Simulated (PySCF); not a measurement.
Computed shifts of a molecule C₄H₆ClF, B3LYP/pcSseg-1 run with PySCF, GIAO, gas phase, atoms alike by connectivity averaged where their shifts nearly agree, in ppm (number of nuclei): ¹⁹F: -128.6 (1). ¹³C: 164.8 (1), 117.0 (1), 53.0 (1), 35.3 (1). ¹H: 7.33 (1), 5.71 (1), 4.02 (1), 3.89 (1), 2.84 (1), 2.62 (1). References: ¹⁹F against CFCl3 (σ = 161.7 ppm); ¹³C against TMS (σ = 181.3 ppm); ³⁵Cl against HCl (σ = 933.3 ppm); ¹H against TMS (σ = 31.68 ppm), references at their B3LYP-D3(BJ)/def2-TZVP geometries, non-relativistic (without spin–orbit terms, shifts of atoms bonded to Cl or Br come out too high). Geometry optimised at r2SCAN-D4/def2-SVP. The values are those of a single conformer.

Task: Which molecule gave these data?
(A) C[C@@H]1[C@H](F)[C@@H]1Cl
(B) F/C=C/CCCl
(C) CC/C(F)=C/Cl
(D) CC/C(Cl)=C\F

Result: B, F/C=C/CCCl
